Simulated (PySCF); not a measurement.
**A scan of SmSi with bad points**

ROHF; PySCF, spin-free X2C with a Gaussian nucleus, basis sets Sm x2c-TZVPall, Si x2c-TZVPall; nonet, unpaired electrons σ ↑, π ↑↑↑↑, δ ↑, φ ↑↑ requested.

```json
{"R (Å)": "2.478", "E (eV)": "0.517", "⟨S²⟩": "20.00", "⟨Lz²⟩": "4.00", "μ (D)": "-6.11"}
{"R (Å)": "2.594", "E (eV)": "0.546", "⟨S²⟩": "20.00", "⟨Lz²⟩": "4.00", "μ (D)": "-6.56"}
{"R (Å)": "2.709", "E (eV)": "0.268", "⟨S²⟩": "20.00", "⟨Lz²⟩": "4.00", "μ (D)": "-6.78"}
{"R (Å)": "2.796", "E (eV)": "0.139", "⟨S²⟩": "20.00", "⟨Lz²⟩": "4.00", "μ (D)": "-6.80"}
{"R (Å)": "2.882", "E (eV)": "0.060", "⟨S²⟩": "20.00", "⟨Lz²⟩": "4.00", "μ (D)": "-6.72"}
{"R (Å)": "2.969", "E (eV)": "0.018", "⟨S²⟩": "20.00", "⟨Lz²⟩": "4.00", "μ (D)": "-6.55"}
{"R (Å)": "3.084", "E (eV)": "0.000", "⟨S²⟩": "20.00", "⟨Lz²⟩": "4.00", "μ (D)": "-6.25"}
{"R (Å)": "3.228", "E (eV)": "0.016", "⟨S²⟩": "20.00", "⟨Lz²⟩": "4.00", "μ (D)": "-5.80"}
{"R (Å)": "3.401", "E (eV)": "0.060", "⟨S²⟩": "20.00", "⟨Lz²⟩": "4.00", "μ (D)": "-5.23"}
{"R (Å)": "3.631", "E (eV)": "0.131", "⟨S²⟩": "20.00", "⟨Lz²⟩": "4.00", "μ (D)": "-4.52"}
```

The run flagged 2.478 Å: there the SCF either missed its threshold or ended in another occupation than the one requested, so the fit leaves that out.
